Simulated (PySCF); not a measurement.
# Dipole response of S+ (sulfur, charge +1)

[Ne] 3s2 3p3, high-spin 4S determinant. Computed with PySCF 2.14 in def2-TZVPPD (6s6p4d1f, 51 functions), with the non-relativistic Hamiltonian (point nucleus). Coupled (time-dependent) response in atomic units; α is the mean over directions.

```json
{"method": "UHF", "mean α (bohr³)": "10.88", "C₆ (like pair)": "53.48", "S(−4)": "34.49"}
{"method": "PBE", "mean α (bohr³)": "10.99", "C₆ (like pair)": "54.15", "S(−4)": "34.16"}
{"method": "PBE0", "mean α (bohr³)": "10.85", "C₆ (like pair)": "53.32", "S(−4)": "33.09"}
{"method": "wB97X-V", "mean α (bohr³)": "10.85", "C₆ (like pair)": "53.39", "S(−4)": "32.92"}
{"method": "LC-wPBE", "mean α (bohr³)": "10.76", "C₆ (like pair)": "52.66", "S(−4)": "32.60"}
```

S(−4) is the Cauchy moment in α(ω) = α(0) + S(−4) ω² + …

α(iu) at wB97X-V:

| u (hartree) | α(iu) (bohr³) |
| --- | --- |
| 0 | 10.85 |
| 0.0500 | 10.77 |
| 0.100 | 10.54 |
| 0.200 | 9.698 |
| 0.300 | 8.587 |
| 0.500 | 6.350 |
| 0.750 | 4.279 |
| 1.00 | 2.977 |
| 1.50 | 1.635 |
| 2.00 | 1.029 |
| 3.00 | 0.5279 |
| 5.00 | 0.2329 |

A single London oscillator, α(iu) = α/(1 + u²/ω²), gives C₆ = (3/4) ω α². Matching the computed C₆ needs ω = 4 × 53.39 / (3 × 10.85²) = 0.605 hartree.

For an ion, C₆ is the dispersion term alone; charge-induced terms of lower order in 1/R come first.
